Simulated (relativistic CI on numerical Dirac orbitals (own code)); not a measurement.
# Calculated levels, Ho12+

These numbers are calculated, not measured: Dirac-Coulomb-Breit CI, orbitals from a KLI potential per configuration, model QED, unscaled Slater integrals (own radial code, finite nucleus).

Configurations in the expansion (outside the closed core [Ar] 3d10 4p6 4d10): 4s2.4f7.5s2, 4s2.4f9, 4s2.4f8.5s, 4s2.4f6.5s2.6s, 4s2.4f5.5s2.6s2, 4s2.4f7.6s2, 4f9.5s2. The list is cut by size and lacks configurations that can hold low levels.

| No. | Configuration | Term | J | E (cm⁻¹) | % | Next component (%) | jj configuration (%) |
| --- | --- | --- | --- | --- | --- | --- | --- |
| 41 | 4s2.4f7.5s2 | 4H° | 11/2 | 91719.4 | 56 | 19 6F° | 4f5/2^3 4f7/2^4 (41) |
| 42 | 4s2.4f7.5s2 | 4D° | 1/2 | 92923.2 | 53 | 46 6F° | 4f5/2^3 4f7/2^4 (59) |
| 43 | 4s2.4f7.5s2 | 4L° | 19/2 | 93484.1 | 89 | 8 4N° | 4f5/2^3 4f7/2^4 (70) |
| 44 | 4s2.4f7.5s2 | 6H° | 5/2 | 93808.9 | 37 | 34 4G° | 4f5/2^4 4f7/2^3 (41) |
| 45 | 4s2.4f7.5s2 | 4K° | 11/2 | 95314.9 | 82 | 10 2I° | 4f5/2^4 4f7/2^3 (47) |
| 46 | 4s2.4f7.5s2 | 6H° | 7/2 | 95379.0 | 30 | 29 4G° | 4f5/2^4 4f7/2^3 (42) |
| 47 | 4s2.4f7.5s2 | 6H° | 15/2 | 96120.4 | 78 | 17 4I° | 4f5/2^4 4f7/2^3 (41) |
| 48 | 4s2.4f7.5s2 | 6H° | 9/2 | 96381.0 | 43 | 23 4H° | 4f5/2^3 4f7/2^4 (36) |
| 49 | 4s2.4f7.5s2 | 6H° | 11/2 | 96460.1 | 54 | 25 4H° | 4f5/2^4 4f7/2^3 (52) |
| 50 | 4s2.4f7.5s2 | 4H° | 9/2 | 97429.4 | 43 | 29 4F° | 4f5/2^4 4f7/2^3 (39) |
| 51 | 4s2.4f7.5s2 | 6H° | 13/2 | 97875.9 | 49 | 22 4H° | 4f5/2^3 4f7/2^4 (39) |
| 52 | 4s2.4f7.5s2 | 4L° | 17/2 | 98156.9 | 47 | 35 4K° | 4f5/2^3 4f7/2^4 (52) |
| 53 | 4s2.4f7.5s2 | 6H° | 7/2 | 99064.0 | 33 | 21 4F° | 4f5/2^3 4f7/2^4 (49) |
| 54 | 4s2.4f7.5s2 | 4K° | 15/2 | 99366.2 | 52 | 27 4L° | 4f5/2^2 4f7/2^5 (36) |
| 55 | 4s2.4f7.5s2 | 4K° | 13/2 | 99441.8 | 62 | 21 4L° | 4f5/2^3 4f7/2^4 (67) |
| 56 | 4s2.4f7.5s2 | 4H° | 11/2 | 101299.9 | 59 | 14 4I° | 4f5/2^3 4f7/2^4 (50) |
| 57 | 4s2.4f7.5s2 | 4F° | 5/2 | 101303.8 | 33 | 27 4G° | 4f5/2^3 4f7/2^4 (44) |
| 58 | 4s2.4f7.5s2 | 2Q° | 23/2 | 101619.6 | 85 | 12 2O° | 4f5/2^3 4f7/2^4 (60) |
| 59 | 4s2.4f7.5s2 | 4H° | 7/2 | 101903.7 | 62 | 10 2G° | 4f5/2^3 4f7/2^4 (43) |
| 60 | 4s2.4f7.5s2 | 4H° | 9/2 | 102126.7 | 51 | 12 4F° | 4f5/2^4 4f7/2^3 (49) |
| 61 | 4s2.4f7.5s2 | 4H° | 13/2 | 103098.2 | 69 | 14 4I° | 4f5/2^3 4f7/2^4 (48) |
| 62 | 4s2.4f7.5s2 | 4G° | 11/2 | 103139.5 | 71 | 8 4H° | 4f5/2^3 4f7/2^4 (49) |
| 63 | 4s2.4f7.5s2 | 4G° | 5/2 | 103186.5 | 47 | 28 6H° | 4f5/2^3 4f7/2^4 (44) |
| 64 | 4s2.4f7.5s2 | 2Q° | 25/2 | 103619.3 | 100 |  | 4f5/2^3 4f7/2^4 (100) |
| 65 | 4s2.4f7.5s2 | 4F° | 3/2 | 103652.1 | 75 | 12 4D° | 4f5/2^2 4f7/2^5 (54) |
| 66 | 4s2.4f7.5s2 | 4G° | 9/2 | 103755.6 | 35 | 26 4I° | 4f5/2^3 4f7/2^4 (36) |
| 67 | 4s2.4f7.5s2 | 4S° | 3/2 | 104060.9 | 85 | 6 4P° | 4f5/2^5 4f7/2^2 (32) |
| 68 | 4s2.4f7.5s2 | 4G° | 9/2 | 104818.5 | 40 | 25 4I° | 4f5/2^4 4f7/2^3 (39) |
| 69 | 4s2.4f7.5s2 | 4G° | 7/2 | 104907.6 | 76 | 6 4F° | 4f5/2^3 4f7/2^4 (44) |
| 70 | 4s2.4f7.5s2 | 4I° | 11/2 | 105072.7 | 64 | 14 6H° | 4f5/2^4 4f7/2^3 (39) |

Energies count from the lowest computed level; ° marks odd parity. Filled j subshells are mostly left out of the jj labels.

The mean weight of the leading LS term, summed over parents, in these 30 levels is 59 %, and that of the leading jj configuration (from the same eigenvectors) 48 %, so LS coupling describes them better.

At this charge energies of transitions that change n are usually good to better than 1 %, and those within a shell (Δn = 0) to a few per cent. Terms inside the open d or f shell come out 10 to 20 % too wide with unscaled integrals. Levels and lines within the n = 5 or 6 shells can be off by up to 10 % or somewhat more, and those that change n by about 2 %, since core polarisation is missing.

LS names give the leading component of a level, which can be under half, so a name can repeat, a term be missing and a line seem to break the LS rules.
